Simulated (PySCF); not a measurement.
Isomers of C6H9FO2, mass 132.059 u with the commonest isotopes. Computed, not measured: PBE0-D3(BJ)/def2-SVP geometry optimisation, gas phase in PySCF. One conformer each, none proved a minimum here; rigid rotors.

Task: Order these by rotational constant A, largest first.
A. `[CH3:1][O:2][C@H:3]1[CH2:4][C@H:5]([C:6](=[O:7])[F:8])[CH2:9]1` with C1–O2–C3–C4 -179°, C4–C5–C6–O7 -104°, O2–C3–C4–C5 139°, C3–C4–C5–C6 98°, C4–C5–C9–C3 17°, O2–C3–C9–C5 -135°
B. `[CH3:1][CH2:2][O:3][C:4]1=[C:5]([F:6])[CH2:7][O:8][CH2:9]1` with C1–C2–O3–C4 178°, C2–O3–C4–C5 0°
C. `[CH3:1][O:2][C@@:3]1([F:4])[CH:5]=[CH:6][O:7][CH2:8][CH2:9]1` with C1–O2–C3–F4 62°, O2–C3–C5–C6 141°, C5–C6–O7–C8 11°, C6–O7–C8–C9 -43°, O7–C8–C9–C3 60°

Result: A (4126 MHz), C (3245 MHz), B (3148 MHz).

Task: Order these by rotational constant C, smallest first.
A. `[CH3:1][O:2][C@H:3]1[CH2:4][C@H:5]([C:6](=[O:7])[F:8])[CH2:9]1` with C1–O2–C3–C4 -179°, C4–C5–C6–O7 -104°, O2–C3–C4–C5 139°, C3–C4–C5–C6 98°, C4–C5–C9–C3 17°, O2–C3–C9–C5 -135°
B. `[CH3:1][CH2:2][O:3][C:4]1=[C:5]([F:6])[CH2:7][O:8][CH2:9]1` with C1–C2–O3–C4 178°, C2–O3–C4–C5 0°
C. `[CH3:1][O:2][C@@:3]1([F:4])[CH:5]=[CH:6][O:7][CH2:8][CH2:9]1` with C1–O2–C3–F4 62°, O2–C3–C5–C6 141°, C5–C6–O7–C8 11°, C6–O7–C8–C9 -43°, O7–C8–C9–C3 60°

Result: A (790.0 MHz), B (809.6 MHz), C (1141 MHz).

Task: Order these by radius of gyration √(Σ m r²/M), largest first.
A. `[CH3:1][CH2:2][O:3][C:4]1=[C:5]([F:6])[CH2:7][O:8][CH2:9]1` with C1–C2–O3–C4 178°, C2–O3–C4–C5 0°
B. `[CH3:1][O:2][C@H:3]1[CH2:4][C@H:5]([C:6](=[O:7])[F:8])[CH2:9]1` with C1–O2–C3–C4 -179°, C4–C5–C6–O7 -104°, O2–C3–C4–C5 139°, C3–C4–C5–C6 98°, C4–C5–C9–C3 17°, O2–C3–C9–C5 -135°
C. `[CH3:1][O:2][C@@:3]1([F:4])[CH:5]=[CH:6][O:7][CH2:8][CH2:9]1` with C1–O2–C3–F4 62°, O2–C3–C5–C6 141°, C5–C6–O7–C8 11°, C6–O7–C8–C9 -43°, O7–C8–C9–C3 60°

Result: B (2.263 Å), A (2.185 Å), C (1.950 Å).

```tsv
SMILES	point group	Ia (u·Å²)	Ib (u·Å²)	Ic (u·Å²)	κ	μa (D)	μb (D)	μc (D)
CO[C@H]1C[C@H](C(=O)F)C1	C1	122.50	590.32	639.70	-0.96	1.96	0.52	1.15
CO[C@@]1(F)C=COCC1	C1	155.72	406.02	443.02	-0.90	0.31	1.54	0.96
CCOC1=C(F)COC1	–	160.52	476.60	624.27	-0.79	1.77	0.47	0.04
```
